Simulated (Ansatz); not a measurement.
Input and output for `COC(=O)c1ccc(Cl)cc1`.

```yaml
crystal:
  periodic: [false, false, false]
  atoms:
    - {symbol: C, position_ang: [2.429376, -1.296114, -2.101218]}
    - {symbol: O, position_ang: [1.456950, -1.027818, -1.061105]}
    - {symbol: C, position_ang: [0.825063, 0.084363, -1.152092]}
    - {symbol: O, position_ang: [1.064044, 0.925903, -1.932351]}
    - {symbol: C, position_ang: [-0.098631, 0.271413, -0.074889]}
    - {symbol: C, position_ang: [-0.839194, 1.430620, 0.057035]}
    - {symbol: C, position_ang: [-1.724881, 1.656571, 1.043052]}
    - {symbol: C, position_ang: [-2.038322, 0.656678, 1.996425]}
    - {symbol: Cl, position_ang: [-3.139062, 0.806194, 3.196962]}
    - {symbol: C, position_ang: [-1.320319, -0.555615, 1.987534]}
    - {symbol: C, position_ang: [-0.369725, -0.717125, 0.907895]}
    - {symbol: H, position_ang: [2.853644, -2.261087, -1.990593]}
    - {symbol: H, position_ang: [3.169472, -0.547911, -2.004390]}
    - {symbol: H, position_ang: [1.926953, -1.154077, -3.108736]}
    - {symbol: H, position_ang: [-0.682584, 2.197225, -0.714848]}
    - {symbol: H, position_ang: [-2.331591, 2.587580, 1.152715]}
    - {symbol: H, position_ang: [-1.471984, -1.374559, 2.669647]}
    - {symbol: H, position_ang: [0.172518, -1.667419, 0.865871]}
basis:
  gaussian: {orbitals: ANO-RCC-VTZP, nuclear_model: gaussian}
hamiltonian: {xc: {name: wB97}}
scf: {lower_state_search: off}
output: {forces: true}
```

```sh
$ ansatz run in.yaml --threads 4 --pin off --events-out ev --progress --plain --max-ram 66560MiB --backend cuda --devices 0, --max-vram 37GiB
```

Output, abridged:

```
Functional definition: wB97
2818 factors; their error is unknown
987 factors; integrals over basis functions are off by at most 3.4e-5 eV
mean field evaluation 1: about -25067.8231 eV, gradient 5.9e1 eV
mean field evaluation 2: about -25069.7863 eV, gradient 5.5e1 eV
mean field evaluation 4: about -25074.6688 eV, gradient 4.4e0 eV
mean field evaluation 8: about -25074.7147 eV, gradient 1.2e-1 eV
mean field evaluation 16: about -25074.6182 eV, gradient 1.3e-3 eV
mean field -25074.61823762 eV, -921.4752240458 hartree, gradient 7.7e-6 eV, S^2 0.000000; 0 other end points of the search recorded, 0 dependent functions left out
reference -25074.61821438 eV, -921.4752231919 hartree; 44, 44 occupied and 388, 388 virtual orbitals, 2818 factors
Total energy: -25074.61821438 eV, -921.4752231919 hartree
Relativity: scalar
Atom 0 at     2.429376    -1.296114    -2.101218 Å, force    -1.949617     1.232924    -1.194270 eV/Å
Atom 1 at     1.456950    -1.027818    -1.061105 Å, force     1.659616    -3.606071    -0.423777 eV/Å
Atom 2 at     0.825063     0.084363    -1.152092 Å, force    -0.194509     0.226191     1.542561 eV/Å
Atom 3 at     1.064044     0.925903    -1.932351 Å, force     0.614589     2.600534    -3.066551 eV/Å
Atom 4 at    -0.098631     0.271413    -0.074889 Å, force    -2.641202    -1.446765     3.464048 eV/Å
Atom 5 at    -0.839194     1.430620     0.057035 Å, force     1.079564     1.254960    -2.109724 eV/Å
Atom 6 at    -1.724881     1.656571     1.043052 Å, force    -2.683313     0.404310     2.310127 eV/Å
Atom 7 at    -2.038322     0.656678     1.996425 Å, force     3.037220    -1.507493    -1.697287 eV/Å
Atom 8 at    -3.139062     0.806194     3.196962 Å, force    -2.100683     0.893034     1.840142 eV/Å
Atom 9 at    -1.320319    -0.555615     1.987534 Å, force     1.446469     1.105345    -3.139394 eV/Å
Atom 10 at    -0.369725    -0.717125     0.907895 Å, force    -0.403960    -0.091155     0.862161 eV/Å
Atom 11 at     2.853644    -2.261087    -1.990593 Å, force     0.016038    -0.993052     0.380716 eV/Å
Atom 12 at     3.169472    -0.547911    -2.004390 Å, force     1.072733     0.783267    -0.101958 eV/Å
Atom 13 at     1.926953    -1.154077    -3.108736 Å, force     0.650431    -0.362096     1.140699 eV/Å
Atom 14 at    -0.682584     2.197225    -0.714848 Å, force    -0.042069    -0.180096     0.394551 eV/Å
Atom 15 at    -2.331591     2.587580     1.152715 Å, force     0.770446    -0.674700    -0.444661 eV/Å
Atom 16 at    -1.471984    -1.374559     2.669647 Å, force    -0.191149     0.044639     0.270479 eV/Å
Atom 17 at     0.172518    -1.667419     0.865871 Å, force    -0.140603     0.316225    -0.027862 eV/Å
Dipole moment:     0.188596    -0.420795     0.016707 e Å
Checks for a lower state left out: stability, starts, cluster_reference, orbital_swaps, neighbouring_geometries, increment
```

Run time 19 s (4 threads of an AMD EPYC 7R13 on a shared host and a share of an NVIDIA H100 80 GB); peak host memory 1.9 GiB.
